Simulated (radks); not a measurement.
Q: Excited configurations of Sr XXXII: one electron is placed in a higher orbital outside [He] 2s2 2p2. The ground configuration is [He] 2s2 2p3. Method: non-relativistic Kohn-Sham, PBE, spin-polarised, spherical densities, point nucleus; open shells are filled with parallel spins first (spin-orbit coupling, left out, can overturn this in heavy ions); relativity is left out, which matters for an element this heavy; computed with a radial shooting solver on a logarithmic mesh with Libxc functionals. Excitation = E - E(ground); binding = E(ion) - E, where the ion is the core of charge +32; n* = 32/sqrt(2 binding) in atomic units, and the quantum defect is n - n*.

outer orbital  excitation (eV)  binding (eV)     n*  quantum defect  eigenvalue (eV)  <r> (bohr)
3s                      2158.5        1675.5  2.884           0.116          -1650.1      0.3916
3p                      2197.8        1636.2  2.918           0.082          -1608.6      0.3701
4s                      2908.1        925.95  3.879           0.121          -913.06      0.7079
4f                      2959.1        874.91  3.991           0.009          -857.72      0.5585
5f                      3271.6        562.43  4.977           0.023          -553.04      0.9759

Estimate the row for 5p.

A: excitation (eV) 3256.0; binding (eV) 578.08; n* 4.909; quantum defect 0.091; eigenvalue (eV) -570.33; <r> (bohr) 1.102. The Delta-SCF ionisation energy is 3834.1 eV (NIST Atomic Spectra Database: 3830 eV, semi-empirical). Self-interaction in the functional shifts the binding energies and quantum defects, so they are the method's values and not measured ones. Relativity is left out here, which matters for elements this heavy. Open shells are spherical and high-spin; term and fine-structure splittings are not resolved.
